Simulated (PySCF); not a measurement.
Coordinates in bohr (charge -1 multiplicity 1):
```
Br    0.0000    0.0000    0.0000
F     0.0000    0.0000    3.7035
F     0.0000    0.0000   -3.7035
```

Level of theory: PBE0/[Br def2-TZVPD, F def2-TZVPD], no relativity, density fitting, PySCF.

This geometry of BrF₂⁻ is a stationary point at this level.

Task: What is the point group?

Result: D∞h.

Task: Is it a minimum?

Result: Yes: all harmonic wavenumbers are real.

Task: What are the dipole moment and the gap between the highest occupied and lowest empty levels?

Result: 0.00 D about the centre of mass and 6.15 eV.

Task: Give the atomic charges and bond orders.

Result: 
```tsv
atom	Mulliken	Löwdin	polar tensor	Mayer order to Br1
Br1	0.05	0.66	0.78	–
F2,3	-0.52	-0.83	-0.89	0.42
```

Other isomers or separated fragments may lie lower. The lowest empty level of this anion is unbound, so it and the gap depend on the basis.
